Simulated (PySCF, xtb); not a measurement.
ClH₆SbSi₂, SMILES [SiH3][Sb]([SiH3])[Cl].

xtb 6.7.1 with GFN2-xTB at its own geometry gives an orbital gap of 3.08 eV and a dipole moment of 2.87 D.

Geometry optimised at B3LYP-D3(BJ)/def2-SVP. The structure was generated by enumeration; whether it is a known compound was not checked. The def2 effective core potentials stand for the cores of Sb; spin–orbit coupling is left out.

What does ωB97X/def2-TZVP in PySCF give? (The exact figures need the calculation; the answer reports its results.)

gap 9.11 eV (levels -9.29 and -0.18 eV), dipole 2.75 D.
